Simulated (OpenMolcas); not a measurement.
# Fe2+ in MgO

Fe2+ with its 6 nearest oxide ions at 2.141 Å, on the Mg site of MgO (a = 4.2112 Å, distance in the model lattice 2.106 Å). The rest of the host is ab initio model potentials to 7.6 Å, with orthogonalisation functions on the cations behind the ligands, and point charges beyond; the distance is set by hand and nothing relaxes. Ligand basis ANO-RCC-VDZP.

| Item | Value |
| --- | --- |
| Program | OpenMolcas |
| Method | CASSCF |
| Basis | ANO-RCC-VDZP [5s4p2d1f] |
| Scalar Hamiltonian | DKH2, point nucleus |
| Active space | 6 electrons in 5 orbitals (3d) |
| State averaging | 2S+1 = 5 even, 5 roots; 2S+1 = 3 even, 45 roots; 2S+1 = 1 even, 50 roots |
| Spin-orbit coupling | RASSI with atomic mean-field integrals over the reference wave functions |

The lowest spin-free states (labels of O, the rotations of Oh), above the lowest:

```json
{"State": "5T2", "Degeneracy": "3", "E (cm-1)": "0.0", "Free-ion L (%)": "D (100)"}
{"State": "5E", "Degeneracy": "2", "E (cm-1)": "10515", "Free-ion L (%)": "D (100)"}
{"State": "3T1", "Degeneracy": "3", "E (cm-1)": "14078", "Free-ion L (%)": "H (50)"}
{"State": "1A1", "Degeneracy": "1", "E (cm-1)": "15742", "Free-ion L (%)": "G (55)"}
{"State": "3T2", "Degeneracy": "3", "E (cm-1)": "18144", "Free-ion L (%)": "H (54)"}
{"State": "3T1", "Degeneracy": "3", "E (cm-1)": "22366", "Free-ion L (%)": "H (68)"}
{"State": "1T1", "Degeneracy": "3", "E (cm-1)": "23546", "Free-ion L (%)": "I (58)"}
{"State": "3T2", "Degeneracy": "3", "E (cm-1)": "24571", "Free-ion L (%)": "G (68)"}
{"State": "3E", "Degeneracy": "2", "E (cm-1)": "25736", "Free-ion L (%)": "H (63)"}
{"State": "3T1", "Degeneracy": "3", "E (cm-1)": "26207", "Free-ion L (%)": "P (48)"}
{"State": "1T2", "Degeneracy": "3", "E (cm-1)": "30486", "Free-ion L (%)": "I (90)"}
{"State": "3T2", "Degeneracy": "3", "E (cm-1)": "30829", "Free-ion L (%)": "F (63)"}
{"State": "3A2", "Degeneracy": "1", "E (cm-1)": "31598", "Free-ion L (%)": "F (100)"}
{"State": "3T1", "Degeneracy": "3", "E (cm-1)": "33166", "Free-ion L (%)": "H (54)"}
{"State": "1E", "Degeneracy": "2", "E (cm-1)": "33435", "Free-ion L (%)": "G (75)"}
{"State": "3E", "Degeneracy": "2", "E (cm-1)": "33685", "Free-ion L (%)": "G (62)"}
{"State": "1A1", "Degeneracy": "1", "E (cm-1)": "34540", "Free-ion L (%)": "I (55)"}
{"State": "1T2", "Degeneracy": "3", "E (cm-1)": "35897", "Free-ion L (%)": "D (40)"}
{"State": "3A1", "Degeneracy": "1", "E (cm-1)": "36824", "Free-ion L (%)": "G (100)"}
{"State": "3T2", "Degeneracy": "3", "E (cm-1)": "37807", "Free-ion L (%)": "D (64)"}
```

The lowest levels with spin-orbit coupling:

| E (cm-1) | Degeneracy | Label | 2S+1 |
| --- | --- | --- | --- |
| 0.0 | 3 | T2 | 5 |
| 188.1 | 2 | E | 5 |
| 199.9 | 3 | T1 | 5 |
| 462.1 | 1 | A1 | 5 |
| 487.1 | 3 | T1 | 5 |
| 505.1 | 3 | T2 | 5 |
| 10823 | 1 | A2 | 5 |
| 10824 | 3 | T2 | 5 |
| 10826 | 2 | E | 5 |
| 10828 | 3 | T1 | 5 |
| 10829 | 1 | A1 | 5 |
| 14204 | 2 | E | 3 |
| 14228 | 3 | T2 | 3 |
| 14262 | 1 | A1 | 3 (81 %) |
| 14568 | 3 | T1 | 3 |
| 16498 | 1 | A1 | 1 (81 %) |
| 18332 | 3 | T1 | 3 |
| 18395 | 2 | E | 3 |
| 18525 | 3 | T2 | 3 |
| 18580 | 1 | A2 | 3 |

Powder χT (cm3 K/mol): 3.13 at 2 K, 3.23 at 10 K, 3.7 at 50 K, 4.06 at 100 K, 4.15 at 200 K, 4.04 at 300 K. The effective moment at 300 K is 2.828 √(χT) = 5.68 μB.

The lowest level has 2S+1 = 5, for which the spin-only value is χT = S(S+1) / 2 = 3.000 cm3 K/mol (g = 2). The computed 4.039 at 300 K differs by +1.039, through orbital momentum, spin-orbit coupling and any other state in reach. With a threefold ground state the orbital momentum is unquenched, so the spin-only value is not expected to hold.

Metal share of the active 3d orbitals (Löwdin): 93, 93, 98, 98, 98 %; Mulliken charge of the metal 1.28.

An orbital triplet at a regular site is open to Jahn-Teller coupling, which can distort the site and quench the lowest spin-orbit gaps and is left out. Without dynamic correlation the repulsion within the d shell is too large (B by tens of per cent), so at a given field states of lower spin stand too high. Ligand-to-metal charge-transfer states are missing. With no ligand orbital active B as a rule stays too high, so bands that hang on it stand too high and its fall with covalency is understated. With metal d orbitals alone and no dynamic correlation 10Dq can be off by a tenth to a fifth, either way, in oxide and fluoride hosts. No measured value stands beside these numbers; the geometry was set by hand and not optimised.

The RASSCF and RASSI steps took 35 s on 1 thread of Arm Neoverse V2, with other jobs on the host; the integral step is not counted.
